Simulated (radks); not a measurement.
Q: Species: Xe2+. Configuration: [Ar] 3d10 4s2 4p5 4d10 5s2 5p5 (not the ground configuration). All-electron calculation, scalar-relativistic Kohn-Sham, PBE, spin-polarised, spherical densities, finite nucleus; open shells are filled with parallel spins first (spin-orbit coupling, left out, can overturn this in heavy ions); Fermi nuclear charge, rms radius 4.7859 fm. Program: a radial shooting solver on a logarithmic mesh with Libxc functionals. Some entries of the table are withheld. Estimate them.

orbital  occ.  eigenvalue (eV)  <r> (bohr)  <1/r> (bohr^-1)
1s up       1        -34406.78     0.02666            58.10
1s down     1        -34406.37     0.02666            58.11
2s up       1        -5383.903      0.1146            13.33
2s down     1        -5383.665      0.1146            13.33
2p up       3        -4834.897      0.1003            12.73
2p down     3        -4834.517      0.1003            12.73
3s up       1        -1128.070      0.3063            4.793
3s down     1        -1127.706      0.3063            4.793
3p up       3        -950.7035      0.3043            4.554
3p down     3        -950.2862      0.3043            4.554
3d up       5        -687.6276      0.2807            4.313
3d down     5        -687.2083      0.2807            4.313
4s up       1        -229.0042      0.7118            1.966
4s down     1        -227.5317      0.7124            1.965
4p up       3        -172.3259         (1)            1.810
4p down     2        -170.9134         (2)            1.808
4d up       5              (3)      0.8557            1.547
4d down     5              (4)      0.8573            1.544
5s up       1         -42.2641       1.733           0.7575
5s down     1         -41.3451       1.736           0.7573
5p up       3         -28.8393       2.010           0.6449
5p down     2         -27.9581       2.021           0.6421

A: 
(1) 4p up <r> (bohr): 0.7571
(2) 4p down <r> (bohr): 0.7580
(3) 4d up eigenvalue (eV): -89.3380
(4) 4d down eigenvalue (eV): -88.0696
